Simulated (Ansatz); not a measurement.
Ansatz (an electronic-structure program) input for Ga(Br)(OH)2 (BrGaH₂O₂), SMILES [OH][Ga]([OH])[Br], PBE0/def2-SVPD. Geometry optimised at PBE0-D3(BJ)/def2-SVP. The structure was generated by enumeration; whether it is a known compound was not checked. Other conformers were not sampled.

Ansatz 0.2 input:
```yaml
crystal:
  periodic: [false, false, false]
  atoms:
    - {symbol: Ga, position_ang: [-0.00243356, 0.74763718, 0.00000000]}
    - {symbol: Br, position_ang: [-0.01553598, -1.52072939, 0.00000000]}
    - {symbol: O, position_ang: [-1.54089166, 1.61706747, 0.00000000]}
    - {symbol: H, position_ang: [-1.42454355, 2.57405083, 0.00000000]}
    - {symbol: O, position_ang: [1.50836064, 1.67566878, 0.00000000]}
    - {symbol: H, position_ang: [2.30399130, 1.13283510, 0.00000000]}
basis:
  gaussian:
    orbitals: def2-SVPD
hamiltonian:
  xc: {name: PBE0}
```

Program output:

```
WARN ansatz: RAYON_NUM_THREADS=1 ignored (pool sized by the plan → 1); use --threads N
Functional definition: PBE0
integrals: 0.13 GiB planned
1351 factors; integrals over basis functions are off by at most 1.2e-3 eV
mean field: 0.85 GiB planned
mean field evaluation 1: about -126506.8203 eV, gradient 7.7e1 eV
mean field evaluation 2: about -126473.4321 eV, gradient 1.5e2 eV
mean field evaluation 4: about -126516.9386 eV, gradient 6.1e0 eV
mean field evaluation 8: about -126517.0349 eV, gradient 1.6e-1 eV
mean field evaluation 16: about -126517.0349 eV, gradient 2.5e-5 eV
mean field -126517.03494262 eV, -4649.4152778148 hartree, gradient 2.5e-5 eV, S^2 0.000000; 0 other end points of the search recorded, 0 dependent functions left out
reference -126517.03498228 eV, -4649.4152792725 hartree; 42, 42 occupied and 99, 99 virtual orbitals, 1351 factors
Total energy: -126517.03498228 eV, -4649.4152792725 hartree
```

Self-consistency was reached.

Cost: around 6 core-seconds (rough).
